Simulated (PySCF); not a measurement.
Dipole response of F (fluorine, neutral)

[He] 2s2 2p5, 2P determinant. All numbers are calculated (PySCF 2.14, the non-relativistic Hamiltonian (point nucleus), in aug-cc-pVTZ). Coupled (time-dependent) response in atomic units; α is the mean over directions.

| method | mean α (bohr³) | α xx, yy, zz | C₆ (like pair) | S(−4) |
| --- | --- | --- | --- | --- |
| UHF | 3.109 | 2.930, 3.198, 3.198 | 8.182 | 3.562 |
| PBE | 3.741 | 3.354, 3.935, 3.935 | 10.24 | 6.435 |
| PBE0 | 3.516 | 3.209, 3.669, 3.669 | 9.507 | 5.242 |
| wB97X-V | 3.580 | 3.261, 3.740, 3.740 | 9.734 | 5.532 |
| r2SCAN0 | 3.422 | 3.148, 3.559, 3.559 | 9.365 | 4.592 |

S(−4) is the Cauchy moment in α(ω) = α(0) + S(−4) ω² + …

Reference α: 3.74 ± 0.08 bohr³ (recommended; Schwerdtfeger and Nagle, table of static dipole polarizabilities (2023 update)). Published C₆: 9.520 (Chu and Dalgarno (2004); Tang, Norbeck and Certain (1976)).

α(iu) at PBE0:

```json
{"u (hartree)": "0", "α(iu) (bohr³)": "3.516"}
{"u (hartree)": "0.0500", "α(iu) (bohr³)": "3.503"}
{"u (hartree)": "0.100", "α(iu) (bohr³)": "3.465"}
{"u (hartree)": "0.200", "α(iu) (bohr³)": "3.326"}
{"u (hartree)": "0.300", "α(iu) (bohr³)": "3.133"}
{"u (hartree)": "0.500", "α(iu) (bohr³)": "2.698"}
{"u (hartree)": "0.750", "α(iu) (bohr³)": "2.193"}
{"u (hartree)": "1.00", "α(iu) (bohr³)": "1.780"}
{"u (hartree)": "1.50", "α(iu) (bohr³)": "1.202"}
{"u (hartree)": "2.00", "α(iu) (bohr³)": "0.8516"}
{"u (hartree)": "3.00", "α(iu) (bohr³)": "0.4856"}
{"u (hartree)": "5.00", "α(iu) (bohr³)": "0.2174"}
```

A single London oscillator, α(iu) = α/(1 + u²/ω²), gives C₆ = (3/4) ω α². Matching the computed C₆ needs ω = 4 × 9.507 / (3 × 3.516²) = 1.03 hartree.

The components differ because the open shell of this determinant is not spherical; for a pure term their mean is the scalar polarisability.
